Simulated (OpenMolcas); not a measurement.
## Pd2+: ligand-field states by method

Pd2+ with its 6 nearest fluoride ions at 2.203 Å, on the Ca site of CsCaF3 (a = 4.526 Å, distance in the model lattice 2.263 Å). The rest of the host is ab initio model potentials to 7.6 Å, with orthogonalisation functions on the cations behind the ligands, and point charges beyond; the distance is set by hand and nothing relaxes. Ligand basis ANO-RCC-VDZP.

```yaml
Program: OpenMolcas
Basis: ANO-RCC-VDZP [6s5p3d1f]
Scalar_Hamiltonian: DKH2, point nucleus
Active_space: 8 electrons in 5 orbitals (4d)
State_averaging: 2S+1 = 3 even, 10 roots; 2S+1 = 1 even, 15 roots
Spin-orbit_coupling: RASSI with atomic mean-field integrals over the reference wave functions
```

I. CASSCF
II. SS-CASPT2, IPEA 0.25 Eh, imaginary shift 0.1 Eh (closed shells correlated: 4s 4p and the ligand valence shells)

Spin-free states (labels of O, the rotations of Oh) in cm-1, each column counted from its own energy of the first state listed:

| State | Degeneracy | I | II |
| --- | --- | --- | --- |
| 3A2 | 1 | 0 | 0 |
| 3T2 | 3 | 10523 | 12760 |
| 1E | 2 | 13642 | 9950 |
| 3T1 | 3 | 16947 | 18810 |
| 1A1 | 1 | 22824 | 18730 |
| 1T2 | 3 | 23778 | 23010 |
| 3T1 | 3 | 27935 | 29250 |
| 1T1 | 3 | 28009 | 27210 |
| 1E | 2 | 36576 | 38650 |
| 1T2 | 3 | 36945 | 38840 |
| 1A1 | 1 | 59745 | 55520 |

From I to II, I's first state of the same spin (3T2) moves from 10523 to 12760 cm-1, by about +2200 cm-1.

From I to II, I's first state of another spin (1E) moves from 13642 to 9950 cm-1, by about -3700 cm-1.

I: A least-squares ligand-field fit to the states below 45000 cm-1, each weighted by its degeneracy and with a free common offset, gives 10Dq = 10629 cm-1, B = 882 cm-1 and C = 3509 cm-1 (C/B = 3.98), with an rms deviation of 67 cm-1. The same method and metal basis give the free ion B = 935 cm-1 (fit to its terms below 60000 cm-1, rms deviation 8 cm-1), so the nephelauxetic ratio is β = 882 / 935 = 0.94; it hangs on how both fits weigh the states, and computed free-ion B values tend to be too large, so β mixes covalency with correlation.

χT at 300 K: I 1.54, II 1.45 cm3 K/mol.

Roots that are degenerate in the reference are averaged as groups; the widest CASPT2 spread within a group is 130 cm-1 (the 3-fold group of multiplicity 3 near 29200 cm-1 above the lowest state of its run, II). Shifts and gaps below about the spread of the groups concerned are not significant. Over all roots computed the reference weight is 0.71 to 0.72 in II; a low but even weight reflects the number of correlated electrons. Real 4d8 and 5d8 ions are as a rule square planar and diamagnetic. Ligand-to-metal charge-transfer states are missing. With no ligand orbital active B as a rule stays too high, so bands that hang on it stand too high and its fall with covalency is understated. Without dynamic correlation the repulsion within the d shell is too large (B by tens of per cent), so at a given field states of lower spin stand too high (holds for I). With metal d orbitals alone the field can be off either way by tens of per cent (holds for I). With one d shell and no ligand orbital active, 10Dq can be off by a tenth or more (holds for II). Free-ion shares, where given, are those of the reference states; single-state CASPT2 does not remix them (holds for II). No measured value stands beside these numbers; the geometry was set by hand and not optimised.
